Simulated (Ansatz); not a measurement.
Ge₇Te₈, relaxed as a singlet with RKS PBE-D4/def2-SVP in Ansatz, starting from the GFN2-xTB geometry. Force threshold 0.03 eV/Å.

In the def2 sets Te takes a core potential; there is no spin–orbit coupling. Single mean-field runs in def2-SVP are fitted with def2-universal-jkfit. The restricted singlet is unstable: a solution with broken spin symmetry lies lower. The structure comes from a short search, and lower isomers may exist.

Start:

Cartesian coordinates in Å:
```
Ge -6.6488 3.9113 3.8852
Ge 0.6314 -0.3023 -0.0994
Ge 3.6948 -2.4544 0.0060
Ge -5.9282 2.8917 1.0641
Ge 4.6560 -3.7508 -3.3693
Ge -2.5206 1.4675 0.1834
Ge 6.1923 -2.5089 0.1767
Te 6.7299 -3.9084 -1.8339
Te 4.6342 -4.7135 -5.5649
Te -6.3883 1.4495 3.2337
Te -7.1651 5.1096 1.6848
Te -3.3752 3.6070 1.1836
Te 2.8758 -0.3037 1.1047
Te -0.0718 1.9915 0.7216
Te 2.6835 -2.4861 -2.3763
```

Task: Estimate the energy that the relaxation releases and the steps that it takes.

Result: 148.2 kJ/mol, in 56 steps; 3.6 min on 2 threads of AMD EPYC 7R13 on a shared host and a share (18 GiB) of an NVIDIA H100 80GB HBM3. The force fell under the threshold at step 8, but the optimiser went on and released 1.230 eV more. No frequencies were taken in this run, so the end may be a saddle point.

Task: Does the start keep its bonding?

Result: Bonds formed: Ge1–Te12, Ge6–Te10 (atoms count from 1).

Task: Predict the relaxed structure.

Result: 
```xyz
15

Ge   -3.775    3.830    2.398
Ge    0.096   -0.512    0.206
Ge    3.580   -1.962    0.093
Ge   -6.290    2.917    1.089
Ge    4.282   -3.343   -3.276
Ge   -3.234    0.957    0.128
Ge    6.000   -2.252    0.426
Te    6.422   -3.481   -1.814
Te    4.183   -4.277   -5.487
Te   -4.628    1.162    2.507
Te   -6.154    4.977    2.776
Te   -4.001    3.589   -0.362
Te    2.191   -0.745    1.837
Te   -0.919    1.397    1.573
Te    2.248   -2.258   -2.094
```
Bond lengths: 17 × Ge–Te 2.40 to 2.80 Å; 1 × Ge–Ge 2.46 Å.
